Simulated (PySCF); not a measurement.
What does the PBE0-D3(BJ)/def2-SVP structure of `C#CC/C(Br)=C\CF` look like in three dimensions?

```
atom  x, y, z in Å
C1     2.912    0.637    0.976
C2     1.896   -0.020    0.996
C3     0.665   -0.802    1.009
C4    -0.050   -0.798   -0.317
Br5    0.772   -1.891   -1.627
C6    -1.143   -0.100   -0.638
C7    -1.859    0.865    0.243
F8    -3.214    0.663    0.158
H9     3.816    1.217    0.956
H10   -0.009   -0.411    1.788
H11    0.895   -1.844    1.288
H12   -1.554   -0.195   -1.648
H13   -1.554    0.783    1.299
H14   -1.648    1.899   -0.089
```

Any rigid rotation of these coordinates is as good. Atoms count from 1 in this order. The C–C distances run from 1.210 Å (C1≡C2, drawn triple) to 1.506 Å (C3–C4, drawn single), a spread of 0.296 Å. Of the pairs four or more bonds apart, H10···H13 is among the closest relative to their van der Waals radii: 2.01 Å, 84 % of the sum of Bondi's values.

Bonds between heavy atoms (Å): C1≡C2 1.210, C2–C3 1.459, C3–C4 1.506, C4–Br5 1.894, C4=C6 1.336, C6–C7 1.491, C7–F8 1.373.

Method used: PySCF, PBE0-D3(BJ)/def2-SVP geometry optimisation, gas phase.

Point group: C1 (no symmetry element, even within 0.4 Å). Not checked by PBE0-D3(BJ)/def2-SVP frequencies. The numbers are those of one conformer (C2–C3–C4–Br5 75°, C4–C6–C7–F8 -136°).
